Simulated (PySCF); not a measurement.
C3H5, SMILES [CH]=CC, multiplicity 2.

Geometry optimised at B3LYP-D3(BJ)/def2-TZVP. The isomer is the one that the SMILES or the coordinates give; other isomers of the formula were not compared.

These are TDA-LC-ωPBE/def2-SVPD run with PySCF values and carry that method's errors.

Vertical excitations. Isolated molecule, no solvent.

### Question
List the lowest excited states. (An estimate is asked for; the answer gives what the named calculation found.)

### Answer

```
state    energy (eV)  λ (nm)      f                                                                                       main pairs
-------  -----------  ------  -----  -----------------------------------------------------------------------------------------------
root 1          3.41     364  0.001                                                                                 β HOMO→LUMO 90 %
root 2          4.67     266  0.000                                                         α HOMO−1→LUMO+1 47 %, β HOMO→LUMO+2 46 %
root 3          5.04     246  0.003                                                                               α HOMO→LUMO+1 94 %
root 4          7.22     172  0.015                                                             α HOMO→LUMO 63 %, α HOMO→LUMO+2 30 %
root 5          7.68     161  0.019                                       β HOMO−1→LUMO 38 %, β HOMO−2→LUMO 33 %, β HOMO−4→LUMO 17 %
root 6          7.84     158  0.081                 α HOMO−1→LUMO+1 18 %, β HOMO−2→LUMO 37 %, β HOMO→LUMO+2 19 %, β HOMO−1→LUMO 18 %
root 7          7.99     155  0.004                                                            α HOMO−1→LUMO 9 %, β HOMO→LUMO+1 70 %
root 8          8.17     152  0.059                                                                               α HOMO→LUMO+3 75 %
root 9          8.27     150  0.028                                     α HOMO−1→LUMO 70 %, α HOMO−1→LUMO+2 11 %, β HOMO→LUMO+1 10 %
root 10         8.46     147  0.098  α HOMO→LUMO+2 33 %, α HOMO→LUMO+4 18 %, α HOMO→LUMO 13 %, α HOMO→LUMO+3 12 %, β HOMO−1→LUMO 8 %
```
Unrestricted roots are not spin-pure.
